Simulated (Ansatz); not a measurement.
Basis-set extrapolation for CH$_{6}$O$_{3}$Si, SMILES `OC(O)(O)[SiH3]` (PBE0-D4/def2-TZVP geometry, frozen core, Ansatz 0.2.0). Multiplicity 1, RHF reference.

```json
{"": "HF", "def2-TZVPP": "-554.999771", "def2-QZVPP": "-555.021106"}
{"": "MP2 correlation", "def2-TZVPP": "-1.015296", "def2-QZVPP": "-1.095098"}
{"": "CCSD(T) correlation", "def2-TZVPP": "-1.085468", "def2-QZVPP": "not run"}
```

Energies in hartree. Use E(X) = E(∞) + A·exp(−7.88·√X) for Hartree–Fock and E(X) = E(∞) + B·X^(−2.97) for correlation, with X = 3 and 4, and add CCSD(T) minus MP2 of the smaller set to the MP2 limit.

Task: What is the CCSD(T) energy at the basis-set limit?

Result: HF limit: -555.021106 + (-0.021335) × 0.13774 = -555.02404. MP2 limit: -1.095098 + (-0.079802) × 0.74074 = -1.15421. Higher-order term: -1.085468 − (-1.015296) = -0.07017. Total: -556.24842 hartree, 102.4 kcal/mol below CCSD(T)/def2-TZVPP.
